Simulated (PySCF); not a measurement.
A GIAO shielding run with PySCF (density fitting, non-relativistic, gas phase) on SMILES C#C[Si](O)(O)O[SiH2]CC#N, C4H7NO3Si2:

```
$ OMP_NUM_THREADS=1 python probes_run.py task.json out

{"job": {"kind": "nmr", "xc": "PBE0", "basis": "pcSseg-1"}, "charge": 0, "multiplicity": 1}
C     -2.367246     2.507622     1.474084
C     -2.103721     1.436963     0.997953
Si    -1.659131    -0.204215     0.257137
O     -1.263622    -1.287500     1.393323
O     -2.870569    -0.827934    -0.624238
O     -0.358199     0.026927    -0.689866
Si     1.230172     0.310845    -0.800161
C      2.135576    -0.911863     0.363893
C      3.544554    -0.700261     0.361552
N      4.673841    -0.511701     0.341093
H     -2.604660     3.443139     1.892875
H     -1.944605    -1.833134     1.776354
H     -3.122035    -0.419775    -1.446833
H      1.486953     1.687205    -0.382159
H      1.523122     0.028053    -2.202402
H      1.757302    -0.792190     1.381455
H      1.935270    -1.940151     0.055704
```

Hardware: 1 thread of an Arm Neoverse V1, shared host. The job also computes population analyses, field gradients.

Question: How large is the calculation?

Answer: 90 electrons, 219 basis functions and 1179 auxiliary functions.

Question: How long does it take, and how much memory does it need?

Answer: 48 s of wall time, with 14 SCF cycles and 5 response iterations; peak memory 0.98 GiB. Times on a shared host scatter by some tens of per cent.
